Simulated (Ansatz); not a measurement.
Molecule: HSiO$_{2}$, net charge 0, doublet state. SMILES: [O][Si]O
Geometry from a B3LYP-D3(BJ)/def2-TZVP (Ansatz, an electronic-structure program) optimisation:
```xyz
4

Si    -0.3586    -0.1016    -0.1448
O     -0.5497    -0.1792     1.3687
O      1.0441     0.3150    -0.8842
H      1.0643     0.3351    -1.8479
```
Charge 0, spin multiplicity 2.

MP2/6-31G* beside other levels, property by property. Set-up: dispersion terms only where a functional's name holds one; frozen cores in correlated levels; atomisation electronic, to ground-state atoms; UHF or UKS for open shells; non-relativistic; 6-31G* and kin with 6d, 5d where marked; each state is the SCF solution reached for its charge and spin; no spin-orbit coupling. CBS marks a two-point X^-3 extrapolation of the correlation energy; Hartree-Fock from the larger set. [CCSD(T)-MP2]/basis is that difference in the basis named. First-principles rows: single points at B3LYP-D3(BJ) geometries (Ansatz), with unscaled harmonic terms from B3LYP/6-31G* (Ansatz) at its own minima, enthalpies of formation by atomisation with measured atoms. Sets without +, aug- or the D of def2-TZVPD hold no diffuse functions, which anions need.

Coupled cluster (Ansatz) is a level with limits of its own, used here on species with T1 under 0.025 (0.045 for open shells) and stable references: RI-MP2/CBS(aug-cc-pV(T+d)Z,aug-cc-pV(Q+d)Z)+[CCSD(T)-MP2]/aug-cc-pV(T+d)Z.

```csv
property,MP2/6-31G* (Ansatz),PBE/6-31G* (Ansatz),B3LYP/6-31G* (Ansatz),PBE0/def2-TZVPD (Ansatz),to compare with
enthalpy of formation at 298 K (kcal/mol),-44.8,-73.0,-54.0,-67.0,-76.6 coupled cluster
atomisation energy (kcal/mol),330.5,358.7,339.7,352.6,362.2 coupled cluster
vertical electron affinity to the singlet (eV),1.15,1.31,1.50,2.04,2.26 coupled cluster
```

As the rows show:
- enthalpy of formation at 298 K: MP2/6-31G* lies 31.8 kcal/mol above coupled cluster.
- atomisation energy: MP2/6-31G* lies 31.7 kcal/mol below coupled cluster.
- vertical electron affinity to the singlet: MP2/6-31G* lies 1.11 eV below coupled cluster.

The properties are those with a value to compare with, at most eight drawn at random. No case is left out for the size of its miss. Left out are saddle points of the reference geometry, anions that the best level run finds unbound, excited spin states, species near biochemistry, 298 K rows of species without real B3LYP wavenumbers, cases with under five habitual levels, runs that failed or that the program found above a lower state of the same kind, table entries that another table contradicts, and a share of species set aside by lot.
